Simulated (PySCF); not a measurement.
# From computed data to an observable: entropy of an ideal gas

AgF, SMILES [F][Ag], multiplicity 1.

Geometry: B3LYP-D3(BJ)/def2-TZVPD. The spin state was assumed, not searched. The def2 effective core potentials stand for the cores of Ag; spin–orbit coupling is left out.

PySCF with B3LYP-D3(BJ)/def2-TZVPD gives the harmonic wavenumbers 486 cm⁻¹ and the rotational temperature 0.3748 K. The molar mass is 126.87 g/mol, the symmetry number 1, the spin multiplicity 1.

Task: Work out the entropy at 298.15 K and 1 atm in the rigid-rotor, harmonic-oscillator model.

Result: 
Translation (Sackur–Tetrode at 1 atm): S = R[1.5 ln M + 2.5 ln T − 1.16487] = 169.1 J/(mol K).
Rotation: q = T/(σ θ) = 795, S = R[ln q + 1] = 63.8 J/(mol K).
Vibration: with u = 1.4388 ν/T, each mode gives R[u/(e^u − 1) − ln(1 − e^−u)]:
| ν (cm⁻¹) | modes | u | S (J/(mol K)) |
|---|---|---|---|
| 486 | 1 | 2.35 | 2.90 |
These are all the modes. Sum 2.9 J/(mol K).
Spin: R ln 1 = 0.0 J/(mol K).
Total 235.9 J/(mol K); the program's own thermochemistry gives 235.9. Translation makes up 72 % and vibration 1 %. Anharmonicity, hindered rotation and orbital degeneracy are left out.
